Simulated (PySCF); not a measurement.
C₃H₉B, SMILES CB(C)C.

Geometry: PBE0-D3(BJ)/def2-SVP. The isomer is the one that the SMILES or the coordinates give; other isomers of the formula were not compared.

Two levels are set side by side: PBE/def2-TZVP (PySCF) and B3LYP/def2-TZVP (PySCF). Same geometry, gas phase. Differences are taken from unrounded values.

| quantity | B3LYP | PBE | PBE minus B3LYP |
|---|---|---|---|
| orbital gap (eV) | 7.96 | 5.96 | -2.00 |
| highest occupied level (eV) | -8.30 | -7.10 | 1.19 |
| lowest empty level (eV) | -0.34 | -1.15 | -0.80 |
| dipole moment (D) | 0.08 | 0.10 | 0.02 |
| mean polarisability (bohr³) | 52.4 | 54.1 | 1.7 |

Without exact exchange PBE keeps part of each electron's self-repulsion, which lifts occupied levels and narrows the gap. Loosely held outer electrons make PBE densities more polarisable. Differences between two approximate levels are no errors against the true value.

Rough cost on one machine, each run with all the roots and properties that it gave: B3LYP against PBE within a factor of 2.
